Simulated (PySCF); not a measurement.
K(Cl) anion (ClK), SMILES [Cl][K] (connectivity only; charge and spin as stated), charge -1, multiplicity 2. Atoms are numbered in the order given.

```xyz
2

K      0.0000     0.0000    -1.3447
Cl     0.0000     0.0000     1.5029
```
Charge -1, spin multiplicity 2.

Geometry optimised at r2SCAN-D4/def2-TZVPD. The multiplicity is an assumed one; other spin states were not compared.

All values below come from M06-2X/def2-TZVPD run with PySCF.

Gas-phase values at a fixed geometry. A positive occupied level means that this level leaves the electron formally unbound; only the finite basis holds it.

Question: Estimate the frontier levels, dipole moment and polarisability. (The exact figures need the calculation; the answer reports its results.)

Answer: 
| Property | Value |
|---|---|
| α spin, highest occupied and lowest empty level | 0.19 and 2.64 eV |
| β spin, highest occupied and lowest empty level | -4.07 and 2.56 eV |
| dipole moment about the centre of nuclear charge | 1.97 D |
| mean static polarisability | 516.1 bohr³ (76.48 Å³) |
| polarisability, principal values | 445.8, 551.3, 551.3 bohr³ |
| ⟨S²⟩ | 0.751 (pure state 0.75) |
